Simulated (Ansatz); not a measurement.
Isolated molecules relaxed with PBE0-D4/def2-TZVP in Ansatz; ΔE leaves out vibrations. CCSD(T)/CBS is the MP2 limit (def2-TZVPP, def2-QZVPP) plus CCSD(T) − MP2 in def2-TZVPP, frozen cores. This one scheme is used for every species. DFT in def2-TZVPP. B3LYP here is the variant with VWN-RPA as its local correlation; programs differ in this. One conformer a species, not always the lowest.

`C[SiH2][SiH](O)Cl` + H–F → `O[SiH](Cl)[SiH2]F` + CH₄  (ligand exchange at the Si–C bond)

```
           level  ΔE (kJ/mol)
    CAM-B3LYP-D4       -131.4
            BLYP       -137.4
            PBE0       -117.7
           B3LYP       -135.4
CCSD(T)/def2-SVP       -115.8
   HF/def2-TZVPP       -146.1
  MP2/def2-TZVPP       -118.7
    HF/CBS(def2)       -148.5
```

(1) What does CCSD(T)/CBS give? (An estimate is asked.)

Largest T1 diagnostic among the species: 0.012.

Answers

(1) The calculation gave: -119.6 kJ/mol. The listed levels differ from it by -11.8, -17.8, 1.9, -15.8, 3.8, -26.5, 0.9, -28.9 kJ/mol.

The D4 term adds +7.7 kJ/mol with B3LYP and +4.4 kJ/mol with PBE0; it sums over pairs of atoms, weighted by their polarisabilities, and B3LYP, whose exchange is more repulsive, gets the larger term. At CCSD(T), def2-SVP lies +3.8 kJ/mol from the extrapolated value and def2-TZVPP +0.1 kJ/mol.
